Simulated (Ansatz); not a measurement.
Calculated with Ansatz (gas phase, PBE0-D4/def2-TZVP geometries, no zero-point term in ΔE). CBS: MP2 limit from def2 TZ/QZ plus the TZ coupled-cluster correction, frozen cores. DFT in def2-TZVPP. def2 core potentials past Kr. For I, Se outer-core shells are correlated without core-valence functions, which leaves a few kJ/mol of doubt a bond. Scalar relativity is left out up to krypton. One conformer a species, not always the lowest.

Consider the ligand exchange at a B–C bond: `OB(O)CI` + `C[SeH]` → `C[Se]B(O)O` + `CI`.

(1) Is it downhill or uphill in electronic energy at CCSD(T)/CBS, and by how much? (Best estimate.)

(2) What do these levels give: PBE, SCS-MP2/def2-TZVPP, CCSD/def2-TZVPP, CCSD(T)/def2-TZVPP, HF/def2-QZVPP, MP2/CBS(def2)? (An estimate is asked.)

Largest T1 diagnostic among the species: 0.011.

## Answers

(1) Ansatz gave: Downhill: ΔE = -57.1 kJ/mol.

(2) The calculation gave: PBE -57.5, SCS-MP2/def2-TZVPP -57.7, CCSD/def2-TZVPP -54.5, CCSD(T)/def2-TZVPP -55.5, HF/def2-QZVPP -53.4, MP2/CBS(def2) -62.1 kJ/mol.
